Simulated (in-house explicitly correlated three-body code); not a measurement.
Computed with an exponentially correlated three-body code. Model: two electrons around a point charge, non-relativistic, variational in 260 exponentially correlated functions (energies converged to about 1e-7 hartree, or 1e-8 relative for large Z).

For this charge the correlation energy is taken as exact minus Hartree-Fock, from which it differs by microhartrees, and the kinetic parts follow from it.

For two electrons in a singlet the Kohn-Sham orbital is the square root of half the density, so the exact Kohn-Sham potential and energy parts follow from the density alone, and exchange is minus half the Hartree energy. The Kohn-Sham level equals minus the binding energy of the second electron.

Command:
```bash
python run_hyl.py task.json out
```
Settings (lengths in bohr, energies in hartree):
```
Z                      11.7
interaction_strength   1
functions              260
states_tried           13
```

Run time, properties included: 18 s on 1 thread of AMD EPYC 9R45 96-Core Processor (Zen 5), with other jobs on the host.

**Those bound S and P states to n = 4 that converged, binding against the one-electron ion.**

Given: nuclear charge 11.7.

Computed: one-electron threshold -68.445 hartree.

| term | energy (hartree) | binding (eV) | quantum defect |
| --- | --- | --- | --- |
| 1 1S | -129.73443 | 1667.8 | 0.033558 |
| 2 3S | -83.4053369 | 407.09 | 0.043868 |
| 2 3P | -82.9897305 | 395.78 | 0.016118 |
| 2 1S | ? | ? | ? |
| 2 1P | -82.6705422 | 387.1 | -0.0060159 |
| 3 3S | -74.9859938 | 177.99 | 0.041668 |
| 3 3P | ? | ? | ? |
| 3 1S | -74.8677394 | 174.77 | 0.014558 |
| 3 1P | -74.7844602 | 172.51 | -0.0049873 |
| 4 3S | -72.0972785 | 99.384 | 0.040988 |
| 4 3P | -72.0504145 | 98.108 | 0.015341 |
| 4 1S | -72.0493641 | 98.08 | 0.01476 |
| 4 1P | -72.0145227 | 97.132 | -0.0046421 |

(1) What belongs in the row 2 1S?

(2) What belongs in the row 3 3P?

**Exact Kohn-Sham parts of the ground state from its density.**

Computed: total energy -129.73443 hartree; Kohn-Sham kinetic 129.69 hartree; exchange energy -7.0901 hartree; kinetic part of the DFT correlation energy 0.044858 hartree; potential part of the DFT correlation energy -0.090692 hartree; exact minus restricted Hartree-Fock -0.045833 hartree; restricted Hartree-Fock level -1668 eV; dipole polarisability 0.00054521 bohr³; C6 of two such species 1.2165e-05 hartree·bohr⁶.

(3) What is the Kohn-Sham level?

(4) What is the Hartree energy?

**Functionals on the exact density and self-consistent, errors are functional minus exact, hybrids only self-consistent, a dash where a self-consistent run leaves the top level unbound.**

| result | exchange error (millihartree) | correlation error (millihartree) | functional driven error (millihartree) | density driven error (millihartree) | self consistent total error (millihartree) | top level plus exact binding (eV) |
| --- | --- | --- | --- | --- | --- | --- |
| HSE06 | - | - | - | - | 94.417 | 53.263 |
| wB97X | - | - | - | - | -216.01 | 54.044 |
| r2SCAN0 | - | - | - | - | -1.657 | 46.832 |
| PBE0 | - | - | - | - | 102.43 | 52.896 |
| B3LYP VWN-RPA | - | - | - | - | 75.44 | 55.913 |
| PBE | 140.54 | -2.2159 | 138.33 | -1.4396 | 136.89 | 70.903 |
| BP86 | ? | ? | ? | ? | ? | ? |
| LDA PW92 | 1005.2 | -165.25 | 839.99 | -2.7042 | 837.29 | 78.334 |
| r2SCAN | -4.0029 | 1.5154 | -2.4875 | -0.31533 | -2.8029 | 62.739 |
| SCAN | -4.0029 | 1.5154 | -2.4875 | -0.31533 | -2.8029 | 62.739 |
| revTPSS | -3.0221 | -5.1475 | -8.1696 | -0.25382 | -8.4234 | 64.275 |
| RPBE | ? | ? | ? | ? | ? | ? |
| OLYP | 37.896 | -4.3229 | 33.573 | -1.2699 | 32.303 | 69.762 |
| PW91 | 119.33 | -17.208 | 102.12 | -1.4727 | 100.65 | 70.163 |

(5) What belongs in the row BP86?

(6) What belongs in the row RPBE?

**Density and exact potentials over r, pair density (one pair, times 4 pi r12^2) and exact minus Kohn-Sham pair density over r12.**

```
radius (bohr)  radial density (electrons/bohr)  exchange potential (hartree)  intracule density (1/bohr)  Coulomb hole against Kohn-Sham (1/bohr)  correlation potential (hartree)
       0.0359                           6.7573                       -10.518                       0.808                                 -0.04679                           -0.014
       0.0416                           7.9512                       -10.288                      1.0529                                  -0.0564                           -0.008
       0.0482                           9.1635                        -10.01                      1.3584                                 -0.06628                           -0.001
       0.0559                           10.318                       -9.6745                      1.7331                                  -0.0755                            0.006
       0.0647                                ?                             ?                           ?                                        ?                                ?
        0.075                            11.97                       -8.8332                       2.667                                 -0.08527                            0.017
       0.0868                           12.233                       -8.3274                      3.1912                                 -0.08201                             0.02
        0.101                           11.971                       -7.7478                      3.7215                                 -0.07046                             0.02
        0.117                           11.155                       -7.1416                      4.1565                                 -0.05086                            0.019
        0.135                           9.8647                       -6.5241                      4.4274                                 -0.02543                            0.016
        0.156                           8.1836                       -5.8887                      4.4731                                 0.002661                            0.013
        0.181                                ?                             ?                           ?                                        ?                                ?
         0.21                           4.3835                       -4.6211                      3.6834                                  0.04373                            0.006
        0.243                           2.7946                       -4.0507                      2.9301                                  0.04655                            0.003
        0.281                            1.593                       -3.5321                      2.0929                                  0.03844                            0.001
        0.326                          0.78266                       -3.0581                      1.3006                                  0.02454                            0.001
        0.378                          0.32902                       -2.6426                     0.69311                                  0.01163                            0.002
```

(7) What belongs in the row 0.0647?

(8) What belongs in the row 0.181?

Results:

(1) energy (hartree): -82.9576222; binding (eV): 394.91; quantum defect: 0.013924.

(2) energy (hartree): -74.8719259; binding (eV): 174.89; quantum defect: 0.015531.

(3) -1667.8 eV.

(4) 14.18 hartree.

(5) exchange error (millihartree): 54.612; correlation error (millihartree): -48.648; functional driven error (millihartree): 5.9643; density driven error (millihartree): -1.0347; self consistent total error (millihartree): 4.9296; top level plus exact binding (eV): 69.699.

(6) exchange error (millihartree): 21.141; correlation error (millihartree): -2.2159; functional driven error (millihartree): 18.925; density driven error (millihartree): -1.5; self consistent total error (millihartree): 17.425; top level plus exact binding (eV): 70.026.

(7) radial density (electrons/bohr): 11.287; exchange potential (hartree): -9.286; intracule density (1/bohr): 2.1692; Coulomb hole against Kohn-Sham (1/bohr): -0.08241; correlation potential (hartree): 0.012.

(8) radial density (electrons/bohr): 6.261; exchange potential (hartree): -5.2422; intracule density (1/bohr): 4.227; Coulomb hole against Kohn-Sham (1/bohr): 0.02803; correlation potential (hartree): 0.01.

The density-driven part is never positive, since each functional's own density lowers its energy. Here it is small beside the functional-driven part (median ratio 0.038), the normal case.
